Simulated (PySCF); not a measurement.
**Induced dipoles and field energies**

H₁₁NOSi₄.
Numbering: `[NH2:1][Si:2]([SiH3:3])([SiH3:4])[SiH2:5][OH:6]` (hydrogens: H7, H8 on N1; H9, H10, H11 on Si3; H12, H13, H14 on Si4; H15, H16 on Si5; H17 on O6)

Cartesian coordinates in Å at the GFN2-xTB level; atoms count from 1:
```xyz
17
H11NOSi4 angstrom
N      0.3282   -1.5951    1.3727
Si     0.1432   -0.3025    0.2131
Si     0.4341    1.6164    1.5227
Si     1.9076   -0.6663   -1.2750
Si    -1.9584   -0.3075   -0.8188
O     -2.1003    1.0554   -1.7089
H     -0.2485   -1.6015    2.1986
H      0.4289   -2.5407    1.0407
H     -0.6443    1.8388    2.4983
H      1.6763    1.6991    2.2937
H      0.4096    2.8118    0.6653
H      3.1156    0.1016   -0.9531
H      1.5338   -0.2733   -2.6374
H      2.3413   -2.0660   -1.3666
H     -2.2090   -1.3065   -1.8581
H     -3.0944   -0.3741    0.1215
H     -2.0708    1.9226   -1.3186
```

Level: CAM-B3LYP/def2-SVPD (PySCF); nuclei fixed, core orbitals frozen in the response. Permanent dipole (-0.355, -0.608, 1.518) D (1 au = 2.5417 D). Static polarisability (au):

```
x   137.12  -1.10  -0.09
y    -1.10 122.76  12.30
z    -0.09  12.30 127.43
```

Only the terms in μ and α are kept: μ(F) = μ + αF and ΔE = −μ·F − ½ F·αF.

(1) A field of 0.003 au (0.154 V/Å) is applied along each axis in both senses. Find the induced dipole, the size of the total dipole and the two energy terms.

(2) For the field (0.0009, 0.0003, 0.0027) au, what is the induced dipole, and what angle does it make with the field?

(3) Which field along μ doubles the dipole in that direction (linear response)?

(4) What field makes μF equal to kT at 298 K?

(5) Induction energy −ᾱe²/2R⁴ of a unit charge at 20 Å, the molecule taken as a point?

## Answers

(1) 
| field along | induced x (D) | induced y (D) | induced z (D) | total size (D) | −μ·F (kJ/mol) | −½F·αF (kJ/mol) |
| --- | --- | --- | --- | --- | --- | --- |
| +x | 1.046 | -0.008 | -0.001 | 1.777 | +1.100 | -1.620 |
| −x | -1.046 | 0.008 | 0.001 | 2.151 | -1.100 | -1.620 |
| +y | -0.008 | 0.936 | 0.094 | 1.685 | +1.884 | -1.450 |
| −y | 0.008 | -0.936 | -0.094 | 2.129 | -1.884 | -1.450 |
| +z | -0.001 | 0.094 | 0.972 | 2.567 | -4.704 | -1.506 |
| −z | 0.001 | -0.094 | -0.972 | 0.957 | +4.704 | -1.506 |

(2) αF = (0.312, 0.176, 0.884) D, at 4.7° to the field. The polarisability along this direction, F·αF/F², is 130.64 au, against a mean of 129.10 au.

(3) The polarisability along the dipole is 119.01 au, so F = 0.6583 au / 119.01 au = 0.0055 au = 0.28 V/Å; higher-order terms are ignored.

(4) kT = 0.9437 × 10⁻³ Eh, so F = 0.00143 au = 7.37 MV/cm.

(5) R = 37.79 bohr, so the energy is −129.1/(2 × 37.79⁴) Eh = -0.0831 kJ/mol. The charge–dipole term at its most favourable orientation, −μe/R², is -1.21 kJ/mol.

One conformer (not necessarily the lowest) at the GFN2-xTB geometry, without solvent, vibrations or thermal averaging. GFN2-xTB frequencies show an imaginary mode (29i cm⁻¹), so this geometry is no minimum at that level.
